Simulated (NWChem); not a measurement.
Everything below was run with NWChem. System: ClLi, charge 0, spin multiplicity 1, at a geometry optimised with B3LYP/def2-SVP. The structure started from a generated list of species. Level: B3LYP/aug-cc-pVDZ, VWN1-RPA local correlation.

Part of the output:

```
             Northwest Computational Chemistry Package (NWChem) 7.3.0
             --------------------------------------------------------

                                NWChem Input Module
                                -------------------

 Scaling coordinates for geometry "geometry" by  1.889725989
 (inverse scale =  0.529177249)

 Turning off AUTOSYM since
 SYMMETRY directive was detected!

                             Geometry "geometry" -> ""
                             -------------------------

 Output coordinates in angstroms (scale by  1.889725989 to convert to a.u.)

  No.       Tag          Charge          X              Y              Z
 ---- ---------------- ---------- -------------- -------------- --------------
    1 Li                   3.0000     0.00000000     0.00000000    -1.70061400
    2 Cl                  17.0000     0.00000000     0.00000000     0.30010800

 Effective nuclear repulsion energy (a.u.)      13.4891502662

            Nuclear Dipole moment (a.u.)
            ----------------------------
        X                 Y               Z
 ---------------- ---------------- ----------------
     0.0000000000     0.0000000000    -0.0000113384

      Symmetry information
      --------------------

 Group name             C2v
 Group number             16
 Group order               4
 No. of unique centers     2

      Symmetry unique atoms

     1    2


 Summary of "ao basis" -> "" (spherical)
 ------------------------------------------------------------------------------
       Tag                 Description            Shells   Functions and Types
 ---------------- ------------------------------  ------  ---------------------
 *                        aug-cc-pvdz                 on all atoms

                              NWChem Property Module
                              ----------------------

                                 NWChem DFT Module
                                 -----------------

 Summary of "ao basis" -> "ao basis" (spherical)
 ------------------------------------------------------------------------------
       Tag                 Description            Shells   Functions and Types
 ---------------- ------------------------------  ------  ---------------------
 Li                       aug-cc-pvdz                9       23   4s3p2d
 Cl                       aug-cc-pvdz               11       27   5s4p2d

 Summary of "ao basis" -> "ao basis" (spherical)
[...]
     -   - - -        -----         -----         ----         -------
     0   0 0 0     -0.000000    -10.000000    -10.000000     20.000000

     1   1 0 0      0.000000      0.000000      0.000000      0.000000
     1   0 1 0     -0.000000     -0.000000     -0.000000      0.000000
     1   0 0 1     -2.702455     -1.351222     -1.351222     -0.000011

     2   2 0 0    -12.521456     -6.260728     -6.260728      0.000000
     2   1 1 0     -0.000000     -0.000000     -0.000000      0.000000
     2   1 0 1     -0.000000     -0.000000     -0.000000      0.000000
     2   0 2 0    -12.521456     -6.260728     -6.260728      0.000000
     2   0 1 1      0.000000      0.000000      0.000000      0.000000
     2   0 0 2     -2.056774    -19.253967    -19.253967     36.451159

 *** CALLING NEW AORESP DRIVER FOR CLOSED AND OPEN SHELLS ***
 Entering AOResponse driver routine

--------------------------------------------------------------------------------

          ****************
          *** RESPONSE ***
          ****************

 Response module for NWChem and dynamic CPKS solver

          -----------------------------------------------
          Solving response equations for perturbing field
          -----------------------------------------------

 number of frequencies:     1
 frequency in a.u.:  0.7730000E-01
 Perturbing field: electric
 Using El. Dipole Length Gauge

 Setting up CPKS with frequency omega =      0.07730000 a.u.

                            NWChem Dynamic CPHF Module
                            --------------------------

    scftype = RHF
    nclosed =   10
      nopen =    0
  variables =      800
  num. vecs =        3
  tolerance =   1.0D-04
  max. iter =   50

  int2e_file: Failed to allocate cache ... halving
 SCF residual:    1.3251403128493642E-004

Iterative solution of linear equations
  No. of variables      800
  No. of equations        3
  Maximum subspace       30
       Convergence  1.0D-04

 ga_lkain filestub:cphf_sol
 ga_lkain filesoln:./mol.cphf_sol

   iter   nsub   residual    time
   ----  ------  --------  ---------
     1      3    3.34D+00       9.7
     2      6    1.20D+00      16.4
     3      9    2.92D-01      23.0
     4     12    4.85D-02      29.6
     5     15    1.71D-03      36.1
     6     18    4.12D-04      42.7
     7     21    1.90D-04      49.2
     8     24    3.09D-05      55.8

 Electric Dipole Response Matrix (nonzero elements):

              1        2        3
    1   27.5376   0.0000   0.0000
    2    0.0000  27.5376  -0.0000
    3    0.0000  -0.0000  29.7734

 ------------------------------------------
 average:        28.28289 + I       0.00000

 DFT Linear Response polarizability / au
 Frequency  =       0.0773000 / au
 Wavelength =     589.4353558 / nm
              X              Y              Z
 -----------------------------------------------
 X      27.5376112      0.0000000      0.0000000
 Y       0.0000000     27.5376112     -0.0000000
 Z       0.0000000     -0.0000000     29.7734406
 -----------------------------------------------
 Eigenvalues =      27.5376113     27.5376112     29.7734406
 Isotropic   =      28.2828877
 Anisotropic =       2.2358293
 -----------------------------------------------

 Magnetic Dipole Response Matrix (nonzero elements):
 Optical rotation tensor Beta

              1        2        3
    1   -0.0000   8.0151  -0.0000
    2   -8.0151   0.0000  -0.0000
    3    0.0000   0.0000  -0.0000

 ------------------------------------------
 average:        -0.00000 + I       0.00000

 Exiting AOResponse driver routine

          -------------
          Dipole Moment
          -------------

 Center of charge (in au) is the expansion point
         X =       0.0000000 Y =       0.0000000 Z =      -0.0000006

   Dipole moment        2.7024552032 A.U.
             DMX        0.0000000015 DMXEFC        0.0000000000
             DMY       -0.0000000018 DMYEFC        0.0000000000
             DMZ       -2.7024552032 DMZEFC        0.0000000000
   -EFC- dipole         0.0000000000 A.U.
   Total dipole         2.7024552032 A.U.

   Dipole moment        6.8690078873 Debye(s)
             DMX        0.0000000038 DMXEFC        0.0000000000
             DMY       -0.0000000047 DMYEFC        0.0000000000
             DMZ       -6.8690078873 DMZEFC        0.0000000000
   -EFC- dipole         0.0000000000 DEBYE(S)
   Total dipole         6.8690078873 DEBYE(S)

 1 a.u. = 2.541766 Debyes

 Task  times  cpu:       55.8s     wall:       55.8s

 Total times  cpu:       55.9s     wall:       55.9s
```

Question: Write an NWChem input that would produce this output.

Answer: One answer among several that fit: 
```
start mol
memory heap 200 mb stack 900 mb global 1100 mb
geometry units angstroms nocenter noautoz
  Li     0.000000     0.000000    -1.700614
  Cl     0.000000     0.000000     0.300108
  symmetry group C2v
end
basis spherical
  * library aug-cc-pvdz
end
dft
  xc b3lyp
  semidirect memsize 60000000 filesize 0
  iterations 100
end
property
  dipole
  response 1 0.0773
end
task dft property
```
